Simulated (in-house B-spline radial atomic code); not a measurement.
Cl⁵⁺. Computed with a B-spline radial atomic code. Model: all-electron spherical atom, spin shells full or empty, radial basis limit, no spin-orbit coupling, Breit or QED, empty-state partial waves extrapolated as (l+1/2)^-4, RPA, G0W0 and static COHSEX of the highest shell as one setting changes (uncorrelated shells keep exact exchange).

Empty levels are discrete states of a finite basis, so the steps are uneven.

Given: element Cl; charge 5; filled core Ne; hamiltonian non-relativistic; mean-field start r2SCAN; highest l of empty states 9; lowest nl shells left uncorrelated 0; highest mean-field shell 3s; box radius 10.43 bohr.

Shell: 3s 1 1 (electrons up and down).

```
highest empty level kept (hartree)  RPA correlation energy (hartree)  G0W0 level (eV)  G0W0 minus most complete (meV)  COHSEX level (eV)  linearised minus solved G0W0 (meV)
                                12                          -0.30048          -96.982                           205.1            -99.409                                57.1
                                24                          -0.40284          -97.047                           140.1            -99.591                                57.9
                                42                          -0.49524          -97.087                            99.6            -99.711                                58.4
                                72                          -0.56384           -97.12                            66.4            -99.818                                58.8
                               120                                 ?                ?                               ?                  ?                                   ?
                               216                          -0.67123          -97.167                            19.6            -99.959                                59.5
                               360                          -0.70269          -97.175                            11.9            -99.981                                59.6
                               720                          -0.73031          -97.182                             5.2               -100                                59.7
                              1440                                 ?                ?                               ?                  ?                                   ?
                              3000                          -0.75007          -97.186                             0.7            -100.01                                59.7
                              7200                          -0.75213          -97.187                             0.2            -100.02                                59.7
                             24000                          -0.75282          -97.187                               0            -100.02                                59.7
```

Q: What follows for highest empty level kept = 120?

A: RPA correlation energy -0.62231 hartree; G0W0 level -97.149 eV; G0W0 minus most complete 37.9 meV; COHSEX level -99.908 eV; linearised minus solved G0W0 59.2 meV.

Q: What follows for highest empty level kept = 1440?

A: RPA correlation energy -0.74336 hartree; G0W0 level -97.185 eV; G0W0 minus most complete 2.2 meV; COHSEX level -100.01 eV; linearised minus solved G0W0 59.7 meV.
